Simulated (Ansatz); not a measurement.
Cost and result for the atomization energy of CH4FGeIn (`[F][GeH]1[CH2][InH]1`) (8 atoms, 8 bonds).

The species carries charge 0 and has multiplicity 1. Correlated methods include outer-core shells of Ge, In, which these sets cover unevenly. Scalar relativity is left out up to krypton. In: def2 effective core potential. The geometry is a stationary point of PBE0-D4/def2-TZVP. Program: Ansatz. All runs use 4 threads of an Intel Xeon Platinum 8259CL on a shared host. Times are those of one run each, without the atoms' runs, and a repeat can differ threefold. Electronic energies, without spin–orbit coupling; frozen cores. CCSD(T)/CBS adds CCSD(T) − MP2 in def2-TZVPP to the MP2 limit, and its time is that of the two runs behind it. T1 = 0.014. With those shells the extrapolation isn't a true limit. B3LYP takes the VWN-RPA correlation (the form of Gaussian; ORCA's B3LYP/G). HSE06 is the plane-wave form, built on full-range PBE exchange.

CCSD(T)/CBS is a level of theory with its own doubt, some kJ/mol a heavy atom from the limit and from the frozen cores, so smaller differences don't rank the functionals.

```csv
level,functions,wall time,atomization (kcal/mol),difference from CCSD(T)/CBS,per bond
LDA (SPW92)/def2-TZVPP,216,1.8 s,641.5,87.4,10.9
PBE-D4/def2-TZVPP (with forces),216,3.3 s,558.0,3.9,0.5
HSE06-D4/def2-TZVPP,216,3.8 s,546.9,-7.2,-0.9
r2SCANh-D4/def2-TZVPP,216,6 s,548.5,-5.6,-0.7
B3LYP-D4/def2-TZVPP (with forces),216,6.5 s,541.9,-12.2,-1.5
B2PLYP/def2-TZVPP,216,7 s,539.4,-14.7,-1.8
B97M-V/def2-TZVPP,216,8 s,556.4,2.3,0.3
CCSD(T)/def2-SVP,106,8 s,510.4,-43.7,-5.5
ωB97X-V/def2-TZVPP,216,9.5 s,553.0,-1.1,-0.1
ωB97M-V/def2-TZVPP (with forces),216,14 s,547.3,-6.8,-0.8
MP2/def2-QZVPP,405,20 s,554.5,0.4,0.1
CCSD(T)/def2-TZVPP,216,120 s,539.9,-14.2,-1.8
CCSD(T)/CBS(def2),–,2.3 min,554.1,0.0,0.0
```

Leaving LDA and LC-ωPBE aside and taking each functional with its dispersion term where it has one, the values, not all of them listed here, spread over 32.4 kcal/mol, from BHLYP-D4 to PBE-D4. LDA lies +87.4 kcal/mol from PBE without D4, its usual overbinding. From r2SCAN to r2SCAN0 (25 % exact exchange), in def2-TZVPP and without D4, the atomization energy moves by −12.1 kcal/mol: exact exchange takes away binding that semilocal exchange gives to molecules. At CCSD(T), def2-SVP lies −43.7 kcal/mol from the extrapolated value and def2-TZVPP −14.1 kcal/mol: correlation converges slowly with the basis, and small sets miss more of it in the bonded molecule than in its fragments.

Spin–orbit coupling would lower the free In atoms strongly, and the atomization energy with them, by more than many differences here. For some Ge, Se and Sn compounds the MP2-based and the directly extrapolated limit differ by 10 to 25 kJ/mol.
